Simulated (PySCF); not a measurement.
Compound: C6H7ClGeO.
SMILES: `Clc1ccc([O][GeH3])cc1`

Method used: TDDFT CAM-B3LYP/def2-SVPD, vertical, gas phase, core orbitals frozen in the response (PySCF 2.14.0, density-fitted response routines). One conformer (not necessarily the lowest) at the PBE0-D3(BJ)/def2-SVP geometry, without solvent, vibrations or thermal averaging. The CAM-B3LYP/def2-SVPD calculation is non-relativistic and has no spin–orbit coupling, an omission that weighs most on germanium. Torsions of this conformer, `[Cl:1][c:2]1[cH:3][cH:4][c:5]([O:6][GeH3:7])[cH:8][cH:9]1`: C4–C5–O6–Ge7 0°.

| state | E (eV) | λ (nm) | ν̃ (cm⁻¹) | f | symmetry | main configurations (H = HOMO, L = LUMO) |
| --- | --- | --- | --- | --- | --- | --- |
| S1 | 4.93 | 251.4 | 39780 | 0.028 | A′ | H→L (84%), H-1→L+3 (13%) |
| S2 | 5.67 | 218.6 | 45750 | 0.232 | A′ | H→L+3 (84%), H-1→L (13%) |
| S3 | 5.77 | 214.8 | 46550 | 0.0000 | – | H→L+1 (48%), H→L+2 (42%) |
| S4 | 6.05 | 205.0 | 48780 | 0.0040 | A″ | H→L+2 (32%), H→L+1 (30%), H→L+4 (28%) |
| S5 | 6.32 | 196.2 | 50980 | 0.0073 | A″ | H→L+4 (45%), H→L+2 (17%), H→L+1 (12%) |
| S6 | 6.82 | 181.9 | 54980 | 0.768 | A′ | H-1→L (82%), H→L+3 (12%) |

The lowest singlet lies at 4.93 eV (251 nm, ultraviolet) and is weak; its leading configuration is HOMO→LUMO (84%). The most intense listed level is S6 at 6.82 eV (182 nm, f = 0.768), 1.88 eV above S1. It is the last of those listed, so stronger ones may follow. Löwdin shares by element: HOMO carbon 33% or more, oxygen 16%, chlorine 16% (atoms not listed hold the other 36%); LUMO carbon 71% or more (atoms not listed hold the other 29%). Orbital energies (eV): HOMO-3 -10.29, HOMO-2 -10.25, HOMO-1 -8.89, HOMO -7.63, LUMO 0.47, LUMO+1 0.55, LUMO+2 0.75. The oscillator strengths of these states sum to 1.040; summed over the whole spectrum of an exact calculation they would give the number of electrons, 100 (Thomas–Reiche–Kuhn). Weighted by f, the mean energy of these states is 6.50 eV. No computed singlet lies in the visible range (380 to 750 nm); the lowest, at 251 nm, stands 1.67 eV above its violet end (3.26 eV). Symmetry labels in Cs follow from the direction of the transition dipole and are given only for states with f of 0.002 or more. Only the lowest 6 singlets were computed, as vertical energies without vibronic structure.
